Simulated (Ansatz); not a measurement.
Computed with Ansatz.

A structure relaxed at PBE0-D4/def2-TZVP, charge 0, multiplicity 1:

```xyz
9

C    -1.0199    0.8906   -0.9250
C     0.0168    0.0699   -0.8375
Ge    0.6506   -0.5936    0.8466
Cl    0.5733   -2.7250    0.9257
Cl   -0.5266    0.1706    2.4545
Cl    2.6817   -0.0363    1.1913
H    -1.3668    1.2578   -1.8862
H    -1.5628    1.2287   -0.0483
H     0.5536   -0.2628   -1.7210
```

Q: Give its formula and SMILES.

A: C2H3Cl3Ge, `C=[CH][Ge]([Cl])([Cl])[Cl]`.

Q: Point group (tolerance 0.08 Å, 0.16 Å for H)?

A: Cs.

Q: Summarise the bond lengths by kind.

A: 1 × C–C 1.325 Å; 3 × C–H 1.085 to 1.086 Å; 1 × C–Ge 1.918 Å; 3 × Cl–Ge 2.134 Å.
